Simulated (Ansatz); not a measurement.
Computed with Ansatz on PBE0-D4/def2-TZVP structures; ΔE is electronic, products minus reactants. CBS: MP2 limit from def2 TZ/QZ plus the TZ coupled-cluster correction, frozen cores. Functionals use def2-TZVPP. B3LYP here is the variant with VWN-RPA as its local correlation; programs differ in this. Open shells (•) are unrestricted, without spin–orbit coupling. For Ga, Ge outer-core shells are correlated without core-valence functions, which leaves a few kJ/mol of doubt a bond. Scalar relativity is left out up to krypton.

`[GaH2][O][GeH3]` → `[GeH3]`• + `[O][GaH2]`•  (homolysis of the Ge–O bond)

`[GaH2][O][GeH3]`:

Cartesian coordinates in Å:
```
Ga -1.233 -1.351 -0.140
O 0.417 -0.680 -0.125
Ge 1.003 0.975 0.095
H -1.295 -2.891 -0.371
H -2.408 -0.340 0.075
H -0.192 1.929 0.306
H 1.786 1.370 -1.169
H 1.923 0.989 1.328
```

`[GeH3]`•:

Cartesian coordinates in Å:
```
Ge -0.007 -0.235 0.262
H -1.162 -0.567 -0.700
H 1.355 -0.360 -0.443
H -0.185 1.162 0.882
```

`[O][GaH2]`•:

Z-matrix (Å, degrees):
```
Ga
O 1 1.794
H 1 1.556 2 114.9
H 1 1.556 2 114.9 3 -180.0
```

```csv
species,B3LYP-D4 energy (Eh)
`[GaH2][O][GeH3]`,-4080.25623
`[GeH3]`•,-2078.80128
`[O][GaH2]`•,-2001.29740
```

Work out ΔE.

ΔE = (-2078.80128) + (-2001.29740) − (-4080.25623) = 0.15755 Eh = +413.6 kJ/mol. CCSD(T)/CBS gives +449.4 kJ/mol.

Largest T1 diagnostic among the species: 0.019.

From r2SCAN to r2SCAN0 (25 % exact exchange), in def2-TZVPP and without D4, ΔE moves by −4.5 kJ/mol: exact exchange takes away binding that semilocal exchange gives to molecules. At CCSD(T), def2-SVP lies −29.9 kJ/mol from the extrapolated value and def2-TZVPP −12.8 kJ/mol: correlation converges slowly with the basis, and small sets miss more of it in the bonded molecule than in its fragments. Leaving LDA and LC-ωPBE aside and taking each functional with its dispersion term where it has one, the values, not all of them listed here, spread over 37.9 kJ/mol, from revPBE-D4 to PBE-QIDH. LDA lies +70.9 kJ/mol from PBE without D4, its usual overbinding.
